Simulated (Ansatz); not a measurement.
Reaction (ligand exchange at the Si–Br bond): `F[SiH](F)Br` + `O[SiH2]F` → `F[SiH2]O[SiH](F)F` + HBr

Computed with Ansatz on PBE0-D4/def2-TZVP structures; ΔE is electronic, products minus reactants. CCSD(T)/CBS adds triple-zeta CCSD(T) − MP2 to the extrapolated MP2 energy (def2 sets, frozen cores). DFT in def2-TZVPP. B3LYP here is the variant with VWN-RPA as its local correlation; programs differ in this. For Br outer-core shells are correlated without core-valence functions, which leaves a few kJ/mol of doubt a bond. Scalar relativity is left out up to krypton. Each species was taken in one conformer, which may not be the lowest.

`F[SiH](F)Br`:

Cartesian coordinates in Å:
```
F 1.585 0.093 0.229
Si 0.045 -0.109 -0.049
F -0.202 0.168 -1.582
Br -1.090 1.336 1.130
H -0.338 -1.488 0.272
```

`O[SiH2]F`:

Z-matrix (Å, degrees):
```
Si
F 1 1.596
O 1 1.630 2 111.0
H 1 1.482 2 106.0 3 121.4
H 1 1.474 2 108.2 3 -116.3
H 3 0.958 1 119.1 2 71.8
```

`F[SiH2]O[SiH](F)F`:

Cartesian coordinates in Å:
```
F 2.118 -0.095 1.382
Si 1.542 -0.378 -0.073
O 0.084 0.332 -0.196
Si -1.503 0.445 0.020
F -2.038 -0.853 0.746
F -2.204 0.511 -1.393
H 2.448 0.249 -1.054
H 1.412 -1.840 -0.232
H -1.860 1.630 0.800
```

HBr:

```xyz
2

Br    0.008    0.509   -0.495
H    -0.008   -0.509    0.495
```

Task: Is it downhill or uphill in electronic energy at CCSD(T)/CBS, and by how much? (Best estimate.)

Result: Ansatz gave: Downhill: ΔE = -0.43 eV.

Task: What do these levels give: B3LYP-D4, r2SCAN0-D4, CAM-B3LYP-D4, ωB97X-V, BHLYP, MP2/def2-QZVPP? (Best estimate.)

Result: Computed: B3LYP-D4 -0.47, r2SCAN0-D4 -0.42, CAM-B3LYP-D4 -0.52, ωB97X-V -0.42, BHLYP -0.51, MP2/def2-QZVPP -0.41 eV.

Largest T1 diagnostic among the species: 0.012.

In def2-TZVPP, CCSD(T) changes the Hartree–Fock value by +0.11 eV (the triples alone add +0.03 eV) and MP2 by +0.17 eV. From PBE to PBE0 (25 % exact exchange), in def2-TZVPP and without D4, ΔE moves by −0.06 eV. Leaving LDA and LC-ωPBE aside and taking each functional with its dispersion term where it has one, the values, not all of them listed here, spread over 0.25 eV, from BHLYP-D4 to PBE-D4. LDA lies −0.07 eV from PBE without D4.
